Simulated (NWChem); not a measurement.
System: arsine (AsH3); SMILES [AsH3]

NWChem input:

```
start job
memory heap 200 mb stack 900 mb global 1100 mb
geometry units angstroms noautosym nocenter noautoz
  As     0.005801    -0.004148     0.052791
  H     -1.293829     0.413383    -0.626293
  H      0.827634     0.937993    -0.819900
  H      0.203798    -1.163097    -0.917904
end
basis spherical
  * library def2-svp
end
dft
  xc xwpbe 1.00 cpbe96 1.0 hfexch 1.00
  cam 0.25 cam_alpha 0.0 cam_beta 1.0
  iterations 150
  vectors input atomic output neutral.movecs
end
task dft energy
charge 1
dft
  odft
  mult 2
  vectors input atomic output cation.movecs
end
task dft energy
```

Output (shortened):

```
             Northwest Computational Chemistry Package (NWChem) 7.3.0
             --------------------------------------------------------

                             Geometry "geometry" -> ""
                             -------------------------

 Output coordinates in angstroms (scale by  1.889725989 to convert to a.u.)

  No.       Tag          Charge          X              Y              Z
 ---- ---------------- ---------- -------------- -------------- --------------
    1 As                  33.0000     0.00580100    -0.00414800     0.05279100
    2 H                    1.0000    -1.29382900     0.41338300    -0.62629300
    3 H                    1.0000     0.82763400     0.93799300    -0.81990000
    4 H                    1.0000     0.20379800    -1.16309700    -0.91790400

 Effective nuclear repulsion energy (a.u.)      35.0844013252

  pbe96 is a nonlocal functional; adding pw91lda local functional.

                                 NWChem DFT Module
                                 -----------------

 Summary of "ao basis" -> "ao basis" (spherical)
 ------------------------------------------------------------------------------
       Tag                 Description            Shells   Functions and Types
 ---------------- ------------------------------  ------  ---------------------
 As                         def2-svp                12       32   5s4p3d
 H                          def2-svp                 3        5   2s1p

            General Information
            -------------------
          SCF calculation type: DFT
          Wavefunction type:  closed shell.
          No. of atoms     :     4
          No. of electrons :    36
           Alpha electrons :    18
            Beta electrons :    18
          Charge           :     0
          Spin multiplicity:     1
          Use of symmetry is: off; symmetry adaption is: off
          Maximum number of iterations: 150
          AO basis - number of functions:    47
                     number of shells:    21
          Convergence on energy requested:  1.00D-06
          Convergence on density requested:  1.00D-05
          Convergence on gradient requested:  5.00D-04

              XC Information
              --------------
                     Hartree-Fock (Exact) Exchange  1.000
                     LC-wPBE(h)Exchange Functional  1.000
            Perdew 1991 LDA Correlation Functional  1.000 local
           PerdewBurkeErnz. Correlation Functional  1.000 non-local

           Range-Separation Parameters
           ---------------------------
           Alpha           :  0.00
           Beta            :  1.00
           Gamma           :  0.25
           Short-Range HF  :     F

             Grid Information
             ----------------
          Grid used for XC integration:  medium
          Radial quadrature: Mura-Knowles
          Angular quadrature: Lebedev.
          Tag              B.-S. Rad. Rad. Pts. Rad. Cut. Ang. Pts.
          ---              ---------- --------- --------- ---------
          As                  1.15      112           7.0       590
          H                   0.35       45           8.0       434
          Grid pruning is: on
          Number of quadrature shells:   247
          Spatial weights used:  Erf1

      Superposition of Atomic Density Guess
      -------------------------------------

 Sum of atomic energies:       -2235.35746379

      Non-variational initial energy
      ------------------------------

 Total energy =   -2235.547184
 1-e energy   =   -3185.153801
 2-e energy   =     914.522216
 HOMO         =      -0.304296
 LUMO         =       0.087865

   convergence    iter        energy       DeltaE   RMS-Dens  Diis-err
 ---------------- ----- ----------------- --------- --------- ---------
 d= 0,ls=0.0,diis     1  -2237.0514459802 -2.27D+03  6.88D-03  1.65D-01
 d= 0,ls=0.0,diis     2  -2237.0660158166 -1.46D-02  1.66D-03  3.78D-02
 d= 0,ls=0.0,diis     3  -2237.0673380779 -1.32D-03  6.93D-04  3.87D-03
 d= 0,ls=0.0,diis     4  -2237.0675237529 -1.86D-04  2.07D-04  1.12D-04
 d= 0,ls=0.0,diis     5  -2237.0675332974 -9.54D-06  5.58D-05  7.65D-07
 d= 0,ls=0.0,diis     6  -2237.0675336646 -3.67D-07  1.15D-05  2.58D-08
 d= 0,ls=0.0,diis     7  -2237.0675336766 -1.20D-08  1.07D-06  9.77D-10

         Total DFT energy =    -2237.067533676623
      One electron energy =    -3185.464506688605
           Coulomb energy =      997.120503326102
    Exchange-Corr. energy =      -83.807931639302
 Nuclear repulsion energy =       35.084401325181

 Numeric. integr. density =       35.999989435904

                       DFT Final Molecular Orbital Analysis
                       ------------------------------------

 Vector   16  Occ=2.000000D+00  E=-4.426993D-01
              MO Center= -3.2D-01,  2.8D-01, -4.0D-01, r^2= 2.0D+00
   Bfn.  Coefficient  Atom+Function         Bfn.  Coefficient  Atom+Function
  ----- ------------  ---------------      ----- ------------  ---------------
    12      0.358712  1 As px                33     -0.352679  2 H  s
    38      0.246591  3 H  s                 15      0.240862  1 As px
     9     -0.222130  1 As px                34     -0.189655  2 H  s
    39      0.132606  3 H  s                 43      0.106089  4 H  s
     6      0.072583  1 As px                44      0.057049  4 H  s

 Vector   17  Occ=2.000000D+00  E=-4.426963D-01
              MO Center=  2.2D-01, -2.1D-01, -5.0D-01, r^2= 2.0D+00
   Bfn.  Coefficient  Atom+Function         Bfn.  Coefficient  Atom+Function
  ----- ------------  ---------------      ----- ------------  ---------------
    13      0.359963  1 As py                43     -0.345987  4 H  s
    38      0.264866  3 H  s                 16      0.241705  1 As py
    10     -0.222904  1 As py                44     -0.186060  4 H  s
    39      0.142436  3 H  s                 33      0.081119  2 H  s
     7      0.072836  1 As py                19      0.059718  1 As d -1

 Vector   18  Occ=2.000000D+00  E=-3.532174D-01
              MO Center=  2.4D-02, -1.7D-02,  2.1D-01, r^2= 2.1D+00
   Bfn.  Coefficient  Atom+Function         Bfn.  Coefficient  Atom+Function
  ----- ------------  ---------------      ----- ------------  ---------------
    14      0.402282  1 As pz                 4      0.399172  1 As s
    17      0.396825  1 As pz                 5      0.283796  1 As s
    11     -0.248828  1 As pz                 3     -0.245475  1 As s
    33     -0.153971  2 H  s                 38     -0.153973  3 H  s
    43     -0.153970  4 H  s                 34     -0.105875  2 H  s

 Vector   19  Occ=0.000000D+00  E= 9.697553D-02
              MO Center=  1.0D-01, -4.9D-02, -1.8D-01, r^2= 3.4D+00
   Bfn.  Coefficient  Atom+Function         Bfn.  Coefficient  Atom+Function
  ----- ------------  ---------------      ----- ------------  ---------------
    16      1.098662  1 As py                44      0.914194  4 H  s
    39     -0.814896  3 H  s                 13      0.296194  1 As py
    43      0.248003  4 H  s                 38     -0.221061  3 H  s
    15      0.211406  1 As px                10     -0.192453  1 As py
    34     -0.099341  2 H  s                 19     -0.074598  1 As d -1

 Vector   20  Occ=0.000000D+00  E= 9.697954D-02
              MO Center= -1.4D-01,  7.5D-02, -1.5D-01, r^2= 3.4D+00
   Bfn.  Coefficient  Atom+Function         Bfn.  Coefficient  Atom+Function
  ----- ------------  ---------------      ----- ------------  ---------------
    15      1.093625  1 As px                34      0.998241  2 H  s
    39     -0.585257  3 H  s                 44     -0.413217  4 H  s
    12      0.294822  1 As px                33      0.270803  2 H  s
    16     -0.202430  1 As py                 9     -0.191563  1 As px
    38     -0.158751  3 H  s                 17     -0.137514  1 As pz

 Vector   21  Occ=0.000000D+00  E= 1.298208D-01
              MO Center= -7.0D-02,  5.0D-02, -6.3D-01, r^2= 4.3D+00
   Bfn.  Coefficient  Atom+Function         Bfn.  Coefficient  Atom+Function
  ----- ------------  ---------------      ----- ------------  ---------------
     5      1.349238  1 As s                 17     -1.116520  1 As pz
    34     -1.063537  2 H  s                 39     -1.063330  3 H  s
    44     -1.063382  4 H  s                  4      0.718530  1 As s
     3     -0.343598  1 As s                 14     -0.216600  1 As pz
    11      0.139339  1 As pz                15     -0.123982  1 As px

     Multipole analysis of the density
     ---------------------------------

     L   x y z        total         alpha         beta         nuclear
     -   - - -        -----         -----         ----         -------
     0   0 0 0     -0.000000    -18.000000    -18.000000     36.000000

     1   1 0 0     -0.022272      0.055915      0.055915     -0.134103
     1   0 1 0      0.015972     -0.040575     -0.040575      0.097122
     1   0 0 1     -0.200637      0.487380      0.487380     -1.175398

     2   2 0 0    -14.496879    -11.536601    -11.536601      8.576324
     2   1 1 0      0.011904     -0.000542     -0.000542      0.012988
     2   1 0 1     -0.149468      0.006011      0.006011     -0.161491
     2   0 2 0    -14.488847    -11.536983    -11.536983      8.585120
     2   0 1 1      0.107216     -0.004289     -0.004289      0.115795
     2   0 0 2    -15.827782    -11.483159    -11.483159      7.138536

                                 NWChem DFT Module
                                 -----------------

            General Information
            -------------------
          SCF calculation type: DFT
          Wavefunction type:  spin polarized.
          No. of atoms     :     4
          No. of electrons :    35
           Alpha electrons :    18
            Beta electrons :    17
          Charge           :     1
          Spin multiplicity:     2
          Use of symmetry is: off; symmetry adaption is: off
          Maximum number of iterations: 150
          This is a Direct SCF calculation.
          AO basis - number of functions:    47
                     number of shells:    21
          Convergence on energy requested:  1.00D-06
          Convergence on density requested:  1.00D-05
          Convergence on gradient requested:  5.00D-04

              XC Information
              --------------
                     Hartree-Fock (Exact) Exchange  1.000
                     LC-wPBE(h)Exchange Functional  1.000
            Perdew 1991 LDA Correlation Functional  1.000 local
           PerdewBurkeErnz. Correlation Functional  1.000 non-local

           Range-Separation Parameters
           ---------------------------
           Alpha           :  0.00
           Beta            :  1.00
           Gamma           :  0.25
           Short-Range HF  :     F

             Grid Information
             ----------------
          Grid used for XC integration:  medium
          Radial quadrature: Mura-Knowles
          Angular quadrature: Lebedev.
          Tag              B.-S. Rad. Rad. Pts. Rad. Cut. Ang. Pts.
          ---              ---------- --------- --------- ---------
          As                  1.15      112           7.0       590
          H                   0.35       45           8.0       434
          Grid pruning is: on
          Number of quadrature shells:   247
          Spatial weights used:  Erf1

      Superposition of Atomic Density Guess
      -------------------------------------

 Sum of atomic energies:       -2235.35746379

 Renormalizing density from      36.00 to     35

      Non-variational initial energy
      ------------------------------

 Total energy =   -2197.171829
 1-e energy   =   -3096.677306
 2-e energy   =     864.421076
 HOMO         =      -0.756301
 LUMO         =      -0.276635

   convergence    iter        energy       DeltaE   RMS-Dens  Diis-err
 ---------------- ----- ----------------- --------- --------- ---------
 d= 0,ls=0.0,diis     1  -2236.2076757430 -2.27D+03  2.50D-02  2.74D+00
                                                     2.32D-02  2.74D+00
 d= 0,ls=0.0,diis     2  -2236.2192412371 -1.16D-02  1.14D-02  3.21D+00
                                                     1.05D-02  3.23D+00
 d= 0,ls=0.0,diis     3  -2236.6855522522 -4.66D-01  5.21D-04  5.07D-04
                                                     5.21D-04  4.88D-04
 d= 0,ls=0.0,diis     4  -2236.6857972332 -2.45D-04  1.27D-04  1.88D-05
                                                     1.01D-04  1.69D-05
 d= 0,ls=0.0,diis     5  -2236.6858157623 -1.85D-05  4.95D-05  2.67D-06
                                                     5.19D-05  2.13D-06
  Resetting Diis
 d= 0,ls=0.0,diis     6  -2236.6858181013 -2.34D-06  8.78D-06  3.41D-08
                                                     7.03D-06  1.56D-08
 d= 0,ls=0.0,diis     7  -2236.6858181392 -3.80D-08  1.70D-06  1.06D-09
                                                     1.11D-06  1.66D-09

         Total DFT energy =    -2236.685818139226
      One electron energy =    -3173.595312578066
           Coulomb energy =      985.345917455428
    Exchange-Corr. energy =      -83.520824341769
 Nuclear repulsion energy =       35.084401325181

 Numeric. integr. density =       34.999989108030

                    DFT Final Alpha Molecular Orbital Analysis
                    ------------------------------------------

 Vector   16  Occ=1.000000D+00  E=-7.319115D-01
              MO Center= -2.6D-01,  2.9D-01, -3.6D-01, r^2= 1.9D+00
   Bfn.  Coefficient  Atom+Function         Bfn.  Coefficient  Atom+Function
  ----- ------------  ---------------      ----- ------------  ---------------
    12      0.419833  1 As px                33     -0.357925  2 H  s
    38      0.270683  3 H  s                  9     -0.245149  1 As px
    15      0.246120  1 As px                34     -0.119806  2 H  s
    39      0.090604  3 H  s                 43      0.087240  4 H  s
     6      0.079847  1 As px                14     -0.046354  1 As pz

 Vector   17  Occ=1.000000D+00  E=-7.319085D-01
              MO Center=  1.7D-01, -2.2D-01, -4.5D-01, r^2= 1.9D+00
   Bfn.  Coefficient  Atom+Function         Bfn.  Coefficient  Atom+Function
  ----- ------------  ---------------      ----- ------------  ---------------
    13      0.421071  1 As py                43     -0.362926  4 H  s
    38      0.257013  3 H  s                 10     -0.245870  1 As py
    16      0.246847  1 As py                44     -0.121483  4 H  s
    33      0.105910  2 H  s                 39      0.086031  3 H  s
     7      0.080082  1 As py                19      0.052268  1 As d -1

 Vector   18  Occ=1.000000D+00  E=-6.922159D-01
              MO Center=  2.0D-02, -1.4D-02,  1.8D-01, r^2= 1.8D+00
   Bfn.  Coefficient  Atom+Function         Bfn.  Coefficient  Atom+Function
  ----- ------------  ---------------      ----- ------------  ---------------
    14      0.507178  1 As pz                 4      0.412921  1 As s
    17      0.400411  1 As pz                11     -0.288036  1 As pz
     3     -0.215239  1 As s                 33     -0.163715  2 H  s
    38     -0.163723  3 H  s                 43     -0.163719  4 H  s
     8      0.093466  1 As pz                12      0.056256  1 As px

 Vector   19  Occ=0.000000D+00  E=-1.795199D-01
              MO Center=  1.1D-01, -3.7D-02, -1.4D-01, r^2= 3.0D+00
   Bfn.  Coefficient  Atom+Function         Bfn.  Coefficient  Atom+Function
  ----- ------------  ---------------      ----- ------------  ---------------
    16      0.895019  1 As py                44      0.710432  4 H  s
    39     -0.675969  3 H  s                 13      0.356660  1 As py
    43      0.294543  4 H  s                 38     -0.280253  3 H  s
    15      0.224599  1 As px                10     -0.202872  1 As py
    29      0.149789  1 As d -1              19     -0.097336  1 As d -1

[...]
```

Level: LC-wPBE (HJS exchange hole, range parameter 0.25 per bohr)/def2-SVP, vertical spin-unrestricted ions. Structure relaxed at the PBE0/def2-SVP level.
